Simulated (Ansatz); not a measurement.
`O=COC(F)(F)F` and `FC(F)(F)OBCl` differ in one atom or group.

Ansatz, PBE0-D4/def2-TZVP geometries, multiplicity 1. Each molecule was computed in one conformer, which needn't be the lowest.

| property | `O=COC(F)(F)F` |
| --- | --- |
| HOMO energy (B3LYP/def2-TZVPP) / eV | -9.05 |
| HOMO–LUMO gap (B3LYP/def2-TZVPP) / eV | 7.73 |
| HOMO energy (ωB97M-V/def2-TZVPP) / eV | -11.74 |
| HOMO energy (PBE/def2-TZVPP) / eV | -7.54 |
| LUMO energy (PBE0/def2-TZVPP) / eV | -1.00 |
| size of the dipole moment (ωB97M-V/def2-TZVPP) / D | 2.06 |

Task: Give the same properties after the change, and the shifts. (Estimate.)

Result: Computed: 
```tsv
property	`FC(F)(F)OBCl`	shift
HOMO energy (B3LYP/def2-TZVPP) / eV	-9.27	-0.22
HOMO–LUMO gap (B3LYP/def2-TZVPP) / eV	7.78	0.05
HOMO energy (ωB97M-V/def2-TZVPP) / eV	-11.84	-0.10
HOMO energy (PBE/def2-TZVPP) / eV	-8.07	-0.53
LUMO energy (PBE0/def2-TZVPP) / eV	-1.26	-0.26
size of the dipole moment (ωB97M-V/def2-TZVPP) / D	0.68	-1.38
```

Dipoles are sizes alone; their direction can turn.

B3LYP here is the variant with VWN-RPA as its local correlation; programs differ in this.
